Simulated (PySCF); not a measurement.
**Hg⁺: ionisation energy**

Hg⁺ [Xe] 4f14 5d10 6s1 (2S) → Hg²⁺ [Xe] 4f14 5d10 (1S), as a difference of total energies. All numbers are calculated (PySCF 2.14, scalar relativity by spin-free X2C-1e, in ANO-RCC-VTZP (8s7p5d3f1g, 84 functions)). Correlated levels: valence: [Xe] 4f14 frozen; valence and next inner shell: [Kr] 4d10 4f14 frozen. The calculations carry no spin-orbit coupling.

```csv
method,ionisation energy (eV)
UHF,17.135
LDA,19.593
PBE,19.182
PBE0,18.828
r2SCAN,19.107
MP2 (valence),18.646
SCS-MP2 (valence),18.438
MP2 (valence and next inner shell),18.827
SCS-MP2 (valence and next inner shell),18.562
```

How much does correlation contribute at MP2 (valence and next inner shell)?

18.827 − (17.135) = 1.692 eV, measured against UHF.

Errors of the correlated levels include the incompleteness of this basis and the frozen core.

For comparison: 18.757 eV (measured; NIST Atomic Spectra Database, ionization energies).
